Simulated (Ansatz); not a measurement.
Isolated molecules relaxed with PBE0-D4/def2-TZVP in Ansatz; ΔE leaves out vibrations. CCSD(T)/CBS is the MP2 limit (def2-TZVPP, def2-QZVPP) plus CCSD(T) − MP2 in def2-TZVPP, frozen cores. This one scheme is used for every species. DFT in def2-TZVPP. For Ga outer-core shells are correlated without core-valence functions, which leaves a few kJ/mol of doubt a bond. Scalar relativity is left out up to krypton. Each species was taken in one conformer, which may not be the lowest.

`[BH2][GaH][O]C` + H₂O → `[BH2][GaH][OH]` + CH₃OH  (formal hydrolysis of a Ga–O bond)

`[BH2][GaH][O]C`:

```xyz
10

B     1.566    1.961   -0.696
Ga   -0.115    0.759   -0.478
O     0.159   -0.733    0.475
C    -0.835   -1.683    0.744
H     1.825    2.830    0.085
H     2.316    1.832   -1.619
H    -1.596    0.905   -0.990
H    -0.968   -1.792    1.827
H    -1.810   -1.420    0.310
H    -0.541   -2.660    0.343
```

H₂O:

Cartesian coordinates in Å:
```
O -0.177 0.208 0.277
H -0.589 -0.295 -0.429
H 0.766 0.087 0.152
```

`[BH2][GaH][OH]`:

Cartesian coordinates in Å:
```
B -0.618 1.213 -0.240
Ga 0.331 -0.404 0.666
O 0.792 -1.837 -0.318
H -1.811 1.284 -0.319
H -0.003 2.128 -0.706
H 0.745 -0.610 2.163
H 0.564 -1.773 -1.247
```

CH₃OH:

Z-matrix (Å, degrees):
```
C
O 1 1.409
H 1 1.097 2 112.4
H 1 1.090 2 107.0 3 -118.5
H 1 1.097 2 112.4 3 123.0
H 2 0.959 1 108.5 3 -61.6
```

**Question.** Is it downhill or uphill in electronic energy at CCSD(T)/CBS, and by how much? (An estimate is asked.)

**Answer.** Computed: Uphill: ΔE = +0.9 kcal/mol.

**Question.** What do these levels give: B97M-V, BHLYP-D4, B2PLYP, CAM-B3LYP, HF/def2-SVP, CCSD/def2-TZVPP? (Estimate.)

**Answer.** Ansatz gave: B97M-V 0.2, BHLYP-D4 0.6, B2PLYP 0.0, CAM-B3LYP -0.3, HF/def2-SVP -0.1, CCSD/def2-TZVPP 0.4 kcal/mol.

Largest T1 diagnostic among the species: 0.015.

In def2-TZVPP, CCSD(T) changes the Hartree–Fock value by +1.2 kcal/mol (the triples alone add +0.2 kcal/mol) and MP2 by +1.4 kcal/mol. Leaving LDA and LC-ωPBE aside and taking each functional with its dispersion term where it has one, the values spread over 0.7 kcal/mol, from B2PLYP to BHLYP-D4. LDA lies +1.0 kcal/mol from PBE without D4. The D4 term adds +1.1 kcal/mol with B3LYP and +0.6 kcal/mol with PBE0; it sums over pairs of atoms, weighted by their polarisabilities, and B3LYP, whose exchange is more repulsive, gets the larger term.

B3LYP here is the variant with VWN-RPA as its local correlation; programs differ in this.
